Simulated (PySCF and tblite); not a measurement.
The numbers below are computed, except where a source is named.
C3H6O3S, numbered as in [O:1]=[S:2]1[O:3][CH2:4][CH2:5][CH2:6][O:7]1. The same 3 conformers on PBE0-D3(BJ)/def2-SVP geometries, with only the solvent of the single-point energies changed (functional PBE0, basis set def2-TZVP, D3(BJ) where defined; PySCF).

The 6-ring runs over atoms 2–3–4–5–6–7. Of a mirror pair one member is shown.

| conformer | shape | symmetry | dipole D |
| --- | --- | --- | --- |
| 1 | 6-ring chair (O1 axial) | Cs | 3.16 |
| 2 | 6-ring chair (all substituents equatorial) | Cs | 5.21 |
| 3 | 6-ring twist-boat (ring torsions -77, 32, 37, -72, 30, 42°) | C1 (pair) | 3.88 |

Energies (kcal/mol) above conformer 1 and its weight at 298.15 K (thermal terms from GFN2-xTB):

```
    solvent  E(2) − E(1)  E(3) − E(1)  weight of 1 (%)  dipole of 1 (D)  of 2
  gas phase         4.26         4.76              100             3.16  5.21
cyclohexane         3.43         4.50               99             3.54  5.86
 chloroform         2.61         4.25               97             3.85  6.41
    acetone         1.91         4.05               90             4.07  6.84
      water            ?            ?                ?                ?     ?
```

Q: What does water give?

A: E(2) − E(1) = 1.72 kcal/mol, E(3) − E(1) = 4.00 kcal/mol, weight of conformer 1 87 %, dipoles 4.13 and 6.95 D.

Q: How much does the choice of solvent matter?

A: The widest range is that of E(2) − E(1), which runs from 1.72 (water) to 4.26 kcal/mol (gas phase), a spread of 2.55, against RT = 0.59. From gas phase to water conformer 2 gains, the one with the larger dipole, as a polar medium favours it.
